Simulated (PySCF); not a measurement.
# Electron correlation in Ca⁺ (calcium, charge +1)

[Ar] 4p1, 2P determinant (an excited configuration). Calculation: PySCF 2.14, in aug-cc-pwCVTZ-X2C with one added diffuse shell each of s, p, d, f type (10s9p7d4f, 100 functions); scalar relativity by spin-free X2C-1e. Frozen: [Ne]; 9 electrons correlated.

MP2 pair energies summed by pair of shells (mhartree):

```tsv
pair	energy	share (%)
3p-3p	-162.25	75.3
3s-3p	-34.52	16.0
3p-4p	-9.93	4.6
3s-3s	-8.34	3.9
3s-4p	-0.56	0.3
```

Total MP2 correlation energy: -215.61 mhartree.

Same-spin part -58.23 and opposite-spin part -157.38 mhartree; SCS-MP2 scales them by 1/3 and 6/5 to -208.26 mhartree.
